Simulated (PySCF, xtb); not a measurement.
C2H6ClIn, SMILES [CH3][In]([CH3])[Cl].

Harmonic wavenumbers (cm⁻¹) from GFN2-xTB run with xtb 6.7.1 at its own minimum, in rising order: 16, 21, 89, 92, 99, 288, 400, 456, 588, 607, 630, 654, 1172, 1190, 1420, 1423, 1429, 1430, 2978, 2988, 2992, 2995, 3000, 3005.

### Question
What does B3LYP-D3(BJ)/def2-SVP (PySCF 2.14.0) give at its own minimum? (An estimate is asked for; the answer gives what the named calculation found.)

### Answer
25, 32, 112, 113, 119, 337, 468, 517, 653, 707, 730, 750, 1180, 1183, 1429, 1430, 1433, 1433, 3043, 3044, 3149, 3150, 3160, 3161. Paired by order, the mean absolute difference is 59 cm⁻¹ and the zero-point energies are 42.8 and 44.8 kcal/mol.
